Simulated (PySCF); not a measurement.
# Spinor energies of Au⁶⁶⁺ (gold, charge +66)

Start: [Ne] 3s2 3p1; 3p3/2 filled at m_j = +3/2. Calculated with PySCF 2.14 in an even-tempered Gaussian basis (17 s from 23 bohr⁻², ratio 2.4; 14 p from 29 bohr⁻², ratio 2.4; 4 d from 97 bohr⁻², ratio 2.6; 4 f from 140 bohr⁻², ratio 2.6): generalised Hartree-Fock with the X2C-1e Hamiltonian and a Gaussian nucleus; one run each with spin-orbit coupling (SO) screened by Boettger's factors, then bare. This is a chosen level, not necessarily the ground level.

| spinor shell | electrons | ε, screened SO (eV) | ε, bare SO (eV) | weight of nominal j (bare SO) | rms radius, bare SO (bohr) |
| --- | --- | --- | --- | --- | --- |
| 1s1/2 | 2 | -86953.1 | -86951.9 | 1.000 | 0.0190 |
| 2s1/2 | 2 | -19959.2 | -19959.0 | 1.000 | 0.0756 |
| 2p1/2 | 2 | -19400.7 | -19444.0 | 1.000 | 0.0639 |
| 3s1/2 | 2 | -8089.8 | -8089.8 | 1.000 | 0.181 |
| 3p3/2 | 1 | -7415.4 | -7411.9 | 1.000 | 0.183 |

(1) Where does 2p3/2 lie, and what is the 2p spin-orbit splitting (bare SO)?

```csv
quantity,screened SO,bare SO
E (hartree),-13690.01230,-13691.22204
M_J,3/2,3/2
⟨J²⟩,3.750,3.750
⟨L²⟩,2.042,2.045
⟨S²⟩,0.792,0.794
```

Each row is a mean over spinors that exchange with the open shell spreads, by up to 31.000 eV (3s1/2).

Breit and QED terms are absent; they matter most for the inner s and p1/2 levels.

Densities and radii are taken from the X2C orbitals without a picture-change correction, which distorts them close to the nucleus.

Results:

(1) At -17501.3 eV, 1942.7 eV above 2p1/2.
